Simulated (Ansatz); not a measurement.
Species: sum formula H3BPO2 (charge 0, doublet). It need not be the lowest isomer of its formula. 
Coordinates optimised at B3LYP-D3(BJ)/def2-TZVP (Ansatz, a program for electronic structure):
SMILES: B([O])(O)P
```xyz
7

O     -0.4175     0.0130    -1.4947
B     -0.6808    -0.0081    -0.2495
O     -1.7609    -0.0371     0.5685
P      1.2490     0.0141     0.5081
H     -1.5539    -0.0462     1.5073
H      1.8426    -1.0169    -0.2502
H      1.8074     1.0844    -0.2221
```
Charge 0, spin multiplicity 2.

Basis-set convergence of Hartree-Fock and MP2 correlation energies (hartree) with Ansatz. Valence correlation only, unless marked. UHF or UKS for open shells. Spin-orbit coupling is left out. Non-relativistic.

| basis | functions | E(HF) | E(corr, MP2) |
|---|---|---|---|
| aug-cc-pV(D+d)Z | 128 | -516.97118 | -0.57988 |
| aug-cc-pV(T+d)Z | 262 | -517.02916 | -0.70959 |
| aug-cc-pV(Q+d)Z | 467 | -517.04413 | -0.75713 |

Extrapolating the two largest sets (X = 3 and 4) as X^-3: E(corr) = (64·(-0.75713) - 27·(-0.70959))/37 = -0.7918 Eh, an estimate of the basis-set limit. The largest set recovers 95.6 % of it, the smallest 73.2 %.
